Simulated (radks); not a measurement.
Charge is removed step by step from the 3s level of neutral silicon, starting from [Ne] 3s2 3p2. Calculated with a radial shooting solver on a logarithmic mesh with Libxc functionals: scalar-relativistic Kohn-Sham, PBE, spin-unpolarised, spherical densities, finite nucleus; Fermi nuclear charge, rms radius 3.1224 fm.

removed (e)  E - E(0) (eV)  eigenvalue (eV)  E minus straight line (eV)
0                    0.000          -10.813                       0.000
0.25                 2.963          -12.911                      -0.830
0.5                  6.464          -15.112                      -1.121
0.75                10.526          -17.401                      -0.852
1                   15.171          -19.767                       0.000

Removing the whole electron costs 15.171 eV by Delta-SCF, against 10.813 eV from minus the eigenvalue at the starting occupation. Slater's transition state (half an electron removed) gives 15.112 eV. Integrating minus the eigenvalue over the occupation (Janak's theorem) gives 15.171 eV. In this scalar-relativistic scheme the density is built from large components alone, so the theorem holds only approximately. The mean slope of the eigenvalue, de/dn, is 8.95 eV per electron.
